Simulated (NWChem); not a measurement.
System: Si₂H₅F; SMILES F[SiH2][SiH3]

Input file for NWChem:

```
start job
memory heap 200 mb stack 900 mb global 1100 mb
geometry units angstroms noautoz
  Si    -0.196719    -1.501382    -0.002778
  Si     0.506834     0.742590    -0.005944
  F     -0.816175     1.722533     0.013552
  H      1.022669    -2.386445    -0.022231
  H     -1.032997    -1.795408    -1.218088
  H     -0.999170    -1.802669     1.233379
  H      1.338771     1.050912     1.209421
  H      1.307376     1.057257    -1.240616
end
basis spherical
  Si library 6-31g*
  F library 6-31g*
  H library 6-31g*
end
dft
  xc xwpbe 1.00 cpbe96 1.0 hfexch 1.00
  cam 0.3 cam_alpha 0.0 cam_beta 1.0
  iterations 150
  vectors input atomic output neutral.movecs
end
task dft energy
charge 1
dft
  odft
  mult 2
  vectors input atomic output cation.movecs
end
task dft energy
```

The geometry was optimised at PBE-D3(BJ)/def2-SVP.

Ions are spin-unrestricted doublets at the neutral geometry; other ion states weren't tried. Functional: LC-ωPBE (HJS hole) with 6-31G*; the question gives the range parameter ω in 1/bohr.

Question: Give the results of this calculation. (LC-wPBE (HJS exchange hole, range parameter 0.3 per bohr)/6-31G* (spherical d), vertical spin-unrestricted ions.) Quantities: vertical ionisation energy, ΔSCF (eV); −ε(HOMO) (eV).

Answer: 
| Item | Value |
|---|---|
| vertical ionisation energy, ΔSCF (eV) | 10.59 |
| −ε(HOMO) (eV) | 10.41 |
